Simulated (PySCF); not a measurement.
SMILES CC[O][Ge]([CH3])([CH3])[CH3], GFN2-xTB optimised geometry. Atoms within 1.6 Å of the plane z = 0.0 Å (x, y, z in Å): C1 (-1.24, 2.25, -0.69), C2 (-0.42, 1.01, -1.00), O3 (-0.66, 0.05, 0.00), Ge4 (-0.08, -1.64, 0.00), C5 (1.92, -1.64, 0.00), H8 (-0.97, 2.64, 0.29), H9 (-2.30, 2.00, -0.68), H10 (-1.07, 3.02, -1.44), H11 (0.65, 1.27, -1.02), H13 (2.30, -2.64, 0.13), H14 (2.30, -1.25, -0.94), H15 (2.29, -1.02, 0.81), H20 (-0.59, -3.62, -1.58).

Computed with B3LYP/def2-SVP in PySCF 2.14.0. Cells within 0.4 Å of a nucleus heavier than hydrogen are left out (blank, or x).

Map of the log10 of the electron density (e/bohr³), floored at −4 on the plane z = 0.0 Å:

```
|00000000000000000000000000000|
|00000000000000000000000000000|
|00000000011111000000000000000|
|00000001123332100000000000000|
|00000012334443210000000000000|
|00000123456665321000000000000|
|00001234567776431000000000000|
|00001345667876432100000000000|
|00002345667776433210000000000|
|00002345666665443321000000000|
|00001244555665544321000000000|
|00000233445666554321000000000|
|00000112346777654321100000000|
|000000023578x9754322221100000|
|000000024579xx864333332210000|
|00000002357898765445544320000|
|00000001346777765566665421000|
|00000001245678876677776431000|
|0000000123568xx9778xx76432000|
|0000001234568xx9778xx76432000|
|00000012345678986778876432000|
|00000012234566666667876431000|
|00000001234455554456775431000|
|00000001123444443345554320000|
|00000000112333322234443210000|
|00000000011222211112222100000|
|00000000000111110000110000000|
|00000000000000000000000000000|
|00000000000000000000000000000|
```
Scale: ten equal steps from -4.00 (start of '0') to 0.160 (end of '9'), in the order '0123456789'; x runs from -5.00 to 5.00, y from -5.00 (bottom) to 5.00 (top).
